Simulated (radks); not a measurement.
Question: Method: scalar-relativistic Kohn-Sham, PBE, spin-unpolarised, spherical densities, point nucleus; computed with a radial shooting solver on a logarithmic mesh with Libxc functionals. Each species is in its NIST ground configuration. Rank Os3+, Re3+, W3+, Pt3+, Ta3+, Hg3+, Lu3+, Au3+, Hf3+, Ir3+ by Delta-SCF ionisation energy (eV), largest first.

Answer: Hg3+ 49.756, Au3+ 47.712, Lu3+ 46.716, Pt3+ 45.653, Ir3+ 43.576, Os3+ 41.479, Re3+ 39.358, W3+ 37.211, Ta3+ 35.042, Hf3+ 32.853.
